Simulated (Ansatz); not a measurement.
Computed with Ansatz on PBE0-D4/def2-TZVP structures; ΔE is electronic, products minus reactants. CBS: MP2 limit from def2 TZ/QZ plus the TZ coupled-cluster correction, frozen cores. This one scheme is used for every species. DFT in def2-TZVPP. B3LYP here is the variant with VWN-RPA as its local correlation; programs differ in this. One conformer a species, not always the lowest.

Consider the formal exchange of groups at a C–C bond: `FCOCC(F)F` + ethylene → `C=CCOCF` + difluoromethane.

| level | ΔE (kcal/mol) |
| --- | --- |
| B3LYP-D4 | 1.5 |
| HF/CBS(def2) | 2.1 |

**Question.** What does CCSD(T)/CBS give? (An estimate is asked.)

**Answer.** Ansatz gave: +1.9 kcal/mol. The listed levels differ from it by -0.4, 0.2 kcal/mol.

Largest T1 diagnostic among the species: 0.012.

CCSD(T)/CBS has its own doubt, a few kJ/mol and more with outer-core shells, so smaller differences from it don't rank the levels.
